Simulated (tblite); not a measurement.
Species: C7H9O (doublet state).
Z-matrix (Å and degrees, GFN2-xTB geometry), rows numbered from 1:
```
C 
C   1  1.4063
C   2  1.4779  1  117.01
C   3  1.3238  2  126.85  1   173.36
C   2  1.5073  1  119.36  3   157.54
C   5  1.4872  2   67.92  1   105.21
C   6  1.4478  2  118.20  5   110.58
O   7  1.2135  6  125.71  2   -46.65
H   1  1.0738  2  120.69  3    10.57
H   1  1.0730  2  120.78  3  -176.49
H   3  1.0818  2  114.00  1    -6.08
H   4  1.0773  3  123.26  2     0.71
H   4  1.0760  3  121.04  2  -179.29
H   5  1.0812  2  115.49  6  -108.69
H   5  1.0795  2  117.57  6   111.33
H   6  1.0806  2  111.35  5  -110.70
H   7  1.1075  6  113.51  2   132.29
```

Computed with GFN2-xTB (tblite): harmonic, unscaled wavenumbers at the GFN2-xTB geometry, gas phase. The method is semi-empirical: single wavenumbers can be off by several per cent or more. One conformer, not necessarily the lowest. Open shells enter through the occupations alone, without spin polarisation, and single modes of such species can be off by tens of per cent.

Harmonic wavenumbers (cm⁻¹): 97.6, 99.7, 161.4, 222.0, 248.7, 297.7, 321.5, 384.5, 404.4, 413.3, 518.9, 666.7, 684.7, 694.3, 774.6, 851.2, 894.0, 897.3, 930.4, 944.7, 961.7, 1012.0, 1025.2, 1073.5, 1083.5, 1150.7, 1258.2, 1276.5, 1340.4, 1353.2, 1379.3, 1408.4, 1432.0, 1441.1, 1689.0, 1693.8, 2756.3, 3064.7, 3072.6, 3079.4, 3098.4, 3107.1, 3130.0, 3133.9, 3176.2.

A = 4214, B = 1456, C = 1278 MHz; mass 109.065 u (most abundant isotopes); point group C1, symmetry number 1; spin multiplicity 2.

Question: What is the zero-point energy?

Answer: Half the sum of the wavenumbers: 29352 cm⁻¹ = 83.92 kcal/mol.

Question: What is S at 298.15 K and 1 bar for an ideal gas of classical rigid rotors and harmonic oscillators?

Answer: Translation 40.00, rotation 28.11, vibration 21.97, spin (R ln 2) 1.38: S = 91.5 cal/(mol K).

Question: And Cp and H(298.15 K) − H(0)?

Answer: Cp = 35.04 cal/(mol K), of which vibrations give 27.09 (their classical limit is 45 R = 89.4); H(298.15 K) − H(0) = 6.16 kcal/mol without the zero-point energy, 3.79 from vibrations.

Question: How do the functions run with temperature in this model?

Answer: 
```csv
T (K),S (cal/(mol K)),Cp (cal/(mol K)),H − H(0) (kcal/mol),G − H(0) (kcal/mol),ln q(vib)
100,65.4,15.9,1.11,-5.44,0.76
200,79.5,25.6,3.19,-12.71,2.60
300,91.7,35.2,6.23,-21.27,4.69
500,113.8,51.8,15.03,-41.87,9.10
800,141.8,67.2,33.09,-80.35,15.63
1000,157.5,73.7,47.21,-110.32,19.71
```

q(vib) and H(0) count from the zero-point level.

Question: What must be added to the electronic energy to get the Gibbs energy at 298.15 K and 1 bar?

Answer: ZPE + [H(298.15 K) − H(0)] − T·S = 83.92 + 6.16 − 27.27 = 62.81 kcal/mol.

Question: Which modes carry the vibrational entropy at 298.15 K?

Answer: 97.6 cm⁻¹: 3.50; 99.7 cm⁻¹: 3.46; 161.4 cm⁻¹: 2.53; 222.0 cm⁻¹: 1.94; 248.7 cm⁻¹: 1.74; 297.7 cm⁻¹: 1.43 cal/(mol K); the other 39 give 7.36 together.

Hindered rotation and anharmonicity are outside this model. Other conformers, if any are populated, would add a mixing term that is left out. The structure is chiral; the term R ln 2 for an equal mix with its mirror image is left out.
